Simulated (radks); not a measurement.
Task: The mean radii <r> (bohr) of the occupied orbitals of an atom or ion are listed with their occupations. Method: Dirac Kohn-Sham, PBE, spin-unpolarised, spherical densities, point nucleus; computed with a radial shooting solver on a logarithmic mesh with Libxc functionals.

| orbital | occ. | <r> |
|---|---|---|
| 1s1/2 | 2 | 0.04550 |
| 2s1/2 | 2 | 0.2025 |
| 2p1/2 | 2 | 0.1747 |
| 2p3/2 | 4 | 0.1784 |
| 3s1/2 | 2 | 0.5934 |
| 3p1/2 | 2 | 0.6028 |
| 3p3/2 | 4 | 0.6129 |
| 3d3/2 | 3.6 | 0.6474 |
| 3d5/2 | 5.4 | 0.6515 |
| 4s1/2 | 1 | 1.773 |
| 4p1/2 | 1.33333 | 2.107 |
| 4p3/2 | 2.66667 | 2.141 |

Name the element and its charge. Open shells, if any, are shared by 2j + 1.

Result: Z = 33, arsenic, charge +1: As+ in [Ar] 3d9 4s1 4p4. The 1s radius gives Z: for a bare nucleus <r> = (2 gamma + 1)/(2Z) with gamma = sqrt(1 - (Z/c)^2), 0.04456 bohr for Z = 33, and screening makes it slightly larger (0.04550 here). The occupations add up to 32, and the charge is Z minus that.
